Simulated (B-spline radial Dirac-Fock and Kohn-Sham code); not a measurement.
# Binding energies of Bi¹⁹⁺

System: the Bi¹⁹⁺ ion in the configuration 1s2 2s2 2p6 3s2 3p6 3d10 4s2 4p6 4d10 4f14 5s2 5p2; nuclear rms radius 5.5211 fm (A = 209).

Input of the calculation (task.json; shells as n, l, electrons):

```json
{"items": [{
  "Z": 83,
  "q": 19,
  "cfg": [[1, 0, 2], [2, 0, 2], [2, 1, 6], [3, 0, 2], [3, 1, 6], [3, 2, 10], [4, 0, 2], [4, 1, 6], [4, 2, 10], [4, 3, 14], [5, 0, 2], [5, 1, 2]],
  "A": 209,
  "rrms": 5.5211,
  "do": ["binding"]
}]}
```

Run with: `python xray_run.py task.json out`

Method: ΔSCF Dirac-Fock with Breit, self-energy and vacuum polarisation, finite nucleus, configuration average. Computed with an atomic code on a B-spline grid. Correlation energy is missing from these numbers. Energies are counted from the vacuum level.

All terms are in eV, carry their sign (relaxation lowers the binding energy) and add up to the binding energy; ⟨r⟩ is the mean radius of the orbital in the initial state.

```tsv
subshell	−ε (Koopmans)	relaxation	Gaunt	retardation	QED	binding energy	⟨r⟩ (bohr)
1s	91587.8	-85.13	-371.64	34.99	-178.24	90987.7	0.016
2s	16968.1	-47.25	-42.91	3.19	-27.69	16853.4	0.066
2p1/2	16291.3	-52.27	-73.11	7.49	-0.97	16172.4	0.054
2p3/2	13967.2	-47.98	-48.55	10.89	-3.19	13878.4	0.063
3s	4492.9	-22.92	-8.24	0.59	-6.50	4455.8	0.171
3p1/2	4188.7	-24.20	-14.19	1.26	-0.40	4151.2	0.161
3p3/2	3661.1	-21.91	-9.08	2.15	-0.83	3631.5	0.178
3d3/2	3169.7	-24.99	-6.41	0.63	0.48	3139.4	0.154
3d5/2	3058.7	-24.20	-4.48	0.68	0.19	3030.9	0.159
4s	1392.6	-6.11	-1.95	0.16	-1.66	1383.0	0.375
4p1/2	1258.6	-6.21	-3.31	0.31	-0.07	1249.3	0.377
4p3/2	1125.9	-5.10	-1.99	0.52	-0.18	1119.2	0.409
4d3/2	908.7	-5.20	-1.13	0.11	0.13	902.6	0.411
4d5/2	883.5	-4.86	-0.70	0.13	0.06	878.1	0.421
4f5/2	600.5	-5.17	-0.06	-0.03	0.10	595.3	0.422
4f7/2	594.7	-4.99	0.13	-0.02	0.08	589.9	0.427
5s	555.7	-0.57	-0.53	0.05	-0.43	554.2	0.773
5p	485.4	-0.44	-0.63	0.12	-0.03	484.4	0.855
```

For the deepest level, K (1s), the Breit terms make up -0.370 % of the binding energy, QED -0.196 % and orbital relaxation -0.094 %.

Spin-orbit splittings: 2p 2294.1 eV, 3p 519.7 eV, 3d 108.5 eV, 4p 130.1 eV, 4d 24.47 eV, 4f 5.49 eV.

Going to the tabulated ground configuration of the next ion removes an electron from O2,3 (5p), computed at 484.4 eV. NIST lists 520 ± 30 eV as the ionisation energy of this species (theoretical), +35.60 eV from the computed value. Where a p, d or f shell is open in either ion the computed value averages over both j values and all terms, while the table refers to the lowest levels; that difference holds spin-orbit splitting (largest in heavy or highly charged ions), term energies where several electrons share open shells, and correlation, and it can reach 10 % or more.
